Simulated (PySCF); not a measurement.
## Sn: excitation energy

Sn [Kr] 4d10 5s2 5p2 (3P) → Sn [Kr] 4d10 5s2 5p1 5d1 (high-spin determinant), as a difference of total energies. All numbers are calculated (PySCF 2.14, scalar relativity through the core potential, in aug-cc-pVTZ-PP with ECP28MDF (6s5p4d2f, 55 functions)). Correlated levels: valence: 4s2 4p6 4d10 frozen. The calculations carry no spin-orbit coupling.

| method | excitation energy (eV) |
| --- | --- |
| UHF | 5.709 |
| MP2 (valence) | 5.751 |
| SCS-MP2 (valence) | 5.736 |
| CCSD (valence) | 5.517 |
| CCSD(T) (valence) | 5.383 |

How much does correlation contribute at CCSD(T) (valence)?

5.383 − (5.709) = -0.326 eV, measured against UHF.

The promoted electron is Rydberg-like, and one or two diffuse shells describe it only roughly, which tends to raise the upper state.

The coupled-cluster amplitudes are large for the upper state (T1 above 0.03 or a double amplitude above 0.15), so a single reference is strained.

The determinant of the upper state mixes LS terms, which raises its energy above the lowest term, most at the Hartree-Fock and MP2 levels.
